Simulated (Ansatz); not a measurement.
Z-matrix (Å, degrees):
```
C
O 1 1.527
Si 1 1.810 2 57.9
Al 1 1.941 2 118.0 3 -113.3
H 1 1.093 2 110.0 3 103.8
Cl 3 2.029 1 121.7 2 102.9
H 3 1.471 1 125.9 2 -100.5
H 4 1.586 1 118.1 2 -166.6
H 4 1.583 1 119.2 2 17.9
```

Charge 0, multiplicity 1.

Question: List the r2SCAN/def2-TZVPP orbital energies in eV (the Gaussian-basis code of Ansatz). (Estimate.)

Answer: Ansatz gave: Occupied: -2753.88, -1792.63, -1517.02, -516.12, -274.12, -255.28, -193.81, -193.69, -193.67, -142.96, -110.56, -97.86, -97.84, -97.77, -70.93, -70.66, -70.65, -26.75, -22.03, -16.65, -13.60, -11.74, -11.20, -10.42, -10.14, -9.19, -8.89, -8.66, -7.66, -7.13, -6.45. Lowest empty: -2.11, -1.06, -0.14, 0.16, 0.70, 1.00, 1.74, 2.30.
